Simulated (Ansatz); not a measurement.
Bond stretch in BeH (cation, charge +1), singlet.

Method: full CI/aug-cc-pVTZ, frozen core (Ansatz, a quantum-chemistry and plane-wave program).

**Question.** Relative to R = 1.33 Å, what are the energies at R = 1.21, 1.42, 4.66, 5.23 Å?

**Answer.** 2.4 kcal/mol at 1.21 Å, 1.7 kcal/mol at 1.42 Å, 71.8 kcal/mol at 4.66 Å, 71.9 kcal/mol at 5.23 Å.
